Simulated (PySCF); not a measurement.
PySCF job for BH3N, SMILES [NH2+]=B, charge +1, PBE0/pcJ-1. The structure is a stationary point at PBE0-D3(BJ)/def2-TZVP. The isomer is the one that the SMILES or the coordinates give; other isomers of the formula were not compared.

```python
import numpy as np
from pyscf import gto, scf, dft
from pyscf.prop.ssc import rks as ssc

mol = gto.M(
    atom='''
    B    -0.00000000    0.00000000    0.78312240
    N    -0.00000000   -0.00000000   -0.52779564
    H     0.00000000    0.00000000    1.95635120
    H     0.00000000    0.85204044   -1.08869686
    H     0.00000000   -0.85204044   -1.08869686
    ''',
    basis='pcJ-1',
    charge=1,
    spin=0,
    max_memory=1600,
    verbose=3,
)
mf = dft.RKS(mol, xc='pbe0')
mf.grids.level = 3
mf.conv_tol = 1e-10
mf.max_cycle = 100
mf.kernel()
j = ssc.SSC(mf)
j.with_fcsd = True
j.max_cycle_cphf = 80
j.conv_tol = 1e-7
e11 = j.kernel()
```

Output:

```
converged SCF energy = -81.0054030966221
Reduced spin-spin coupling constant K (Hz)
               #0        #1        #2        #3        #4
        0 B    0.00000
        1 N   47.42238   0.00000
        2 H   31.08877   4.62717   0.00000
        3 H    0.52322  28.61522  -0.01441   0.00000
        4 H    0.52318  28.61542  -0.01440  -0.57428   0.00000
Spin-spin coupling constant J (Hz)
               #0        #1        #2        #3        #4
        0 B    0.00000
        1 N   34.32025   0.00000
        2 H  311.26014  10.43560   0.00000
        3 H    5.23852  64.53550  -0.44955   0.00000
        4 H    5.23811  64.53595  -0.44934 -17.91766   0.00000
```

The calculation finished and met its thresholds.
